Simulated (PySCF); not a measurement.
Job file and geometry (Å, from GFN2-xTB) of an NMR shielding run on SMILES C=C[SiH2]B(C)/C=C/F, C$_{5}$H$_{10}$BFSi, PySCF 2.14.0, density-fitted response routines, GIAO PBE0/pcSseg-1 NMR shielding, non-relativistic, gas phase; density fitting, a coarse starting grid and PySCF grid level 2 are the driver's defaults:

```
$ OMP_NUM_THREADS=1 python probes_run.py task.json out

{"job": {"kind": "nmr", "xc": "PBE0", "basis": "pcSseg-1"}, "charge": 0, "multiplicity": 1}
C      2.701409    -1.415565    -0.388996
C      1.908437    -0.641252     0.334152
Si     1.012545     0.899698    -0.297277
B     -0.953379     0.758669    -0.383116
C     -1.795474     2.075204    -0.586630
C     -1.744413    -0.561491    -0.231668
C     -1.188720    -1.768815    -0.243087
F     -1.912043    -2.894867    -0.150186
H      3.192591    -2.292021     0.009217
H      2.898736    -1.202744    -1.427704
H      1.751821    -0.908021     1.374271
H      1.468458     1.982323     0.603143
H      1.623219     1.215584    -1.604873
H     -1.311000     2.804366    -1.233522
H     -1.895527     2.566273     0.384081
H     -2.806782     1.913236    -0.956356
H     -2.825920    -0.541779    -0.139424
H     -0.132716    -1.982484    -0.338442
```

**Question.** What does the program print?

**Answer.** 
```
coarse grid: 15432 points
cycle   1  E = -609.9979098626  dE =  7.224e-01  |g| = 6.236e-01  |ddm| = 3.740e+00
cycle   2  E = -609.9279346355  dE =  6.998e-02  |g| = 8.381e-01  |ddm| = 1.049e+00
cycle   3  E = -610.0839145157  dE = -1.560e-01  |g| = 1.217e-01  |ddm| = 6.504e-01
cycle   4  E = -610.0875263985  dE = -3.612e-03  |g| = 4.263e-02  |ddm| = 1.370e-01
cycle   5  E = -610.0879260697  dE = -3.997e-04  |g| = 1.416e-02  |ddm| = 4.157e-02
cycle   6  E = -610.0879634709  dE = -3.740e-05  |g| = 3.893e-03  |ddm| = 1.380e-02
cycle   7  E = -610.0879664990  dE = -3.028e-06  |g| = 7.484e-04  |ddm| = 3.638e-03
final grid: 144504 points
cycle   8  E = -610.1402491720  dE = -4.028e-05  |g| = 8.605e-03  |ddm| = 2.961e-02
cycle   9  E = -610.1402428730  dE =  6.299e-06  |g| = 1.045e-02  |ddm| = 1.475e-02
cycle  10  E = -610.1402673454  dE = -2.447e-05  |g| = 1.415e-03  |ddm| = 8.168e-03
cycle  11  E = -610.1402676501  dE = -3.047e-07  |g| = 2.498e-04  |ddm| = 1.113e-03
cycle  12  E = -610.1402676601  dE = -9.931e-09  |g| = 1.005e-04  |ddm| = 3.025e-04
cycle  13  E = -610.1402676628  dE = -2.720e-09  |g| = 3.748e-05  |ddm| = 1.309e-04
cycle  14  E = -610.1402676631  dE = -3.482e-10  |g| = 7.523e-06  |ddm| = 3.261e-05
converged SCF energy = -610.1402676631

GIAO shielding tensors (ppm)
atom      isotropic    diamagn.    paramagn.     s11        s22        s33       span
  0 C       44.731     252.503    -207.772    -79.172     53.293    160.073    239.245
  1 C       41.124     262.933    -221.809    -82.101     24.865    180.609    262.710
  2 Si     421.359     882.690    -461.332    371.902    406.143    486.031    114.129
  3 B       12.597     195.522    -182.925    -66.197    -30.554    134.542    200.738
  4 C      165.796     252.808     -87.012    138.153    175.710    183.524     45.371
  5 C       57.594     260.923    -203.329    -34.593     55.647    151.728    186.322
  6 C        1.676     256.519    -254.843    -99.783     32.306     72.506    172.289
  7 F      225.665     470.235    -244.570     98.033    211.616    367.346    269.313
  8 H       25.307      28.672      -3.365     21.866     24.990     29.066      7.199
  9 H       25.451      30.968      -5.517     21.676     25.112     29.564      7.888
 10 H       25.038      33.237      -8.199     21.827     25.953     27.334      5.507
 11 H       27.253      29.559      -2.306     23.834     26.448     31.477      7.642
 12 H       27.390      30.325      -2.935     24.147     26.994     31.031      6.884
 13 H       30.133      30.296      -0.163     26.217     29.929     34.254      8.038
 14 H       30.806      30.070       0.736     26.971     29.162     36.287      9.316
 15 H       30.276      30.018       0.258     26.577     29.152     35.098      8.521
 16 H       24.900      31.545      -6.644     21.709     24.038     28.954      7.245
 17 H       23.441      33.783     -10.342     18.213     23.780     28.330     10.117
```

Size and cost of the density-fitted run: 193 basis functions, 34 s wall time on 1 thread of an Arm Neoverse V1, shared host; peak memory 0.85 GiB.
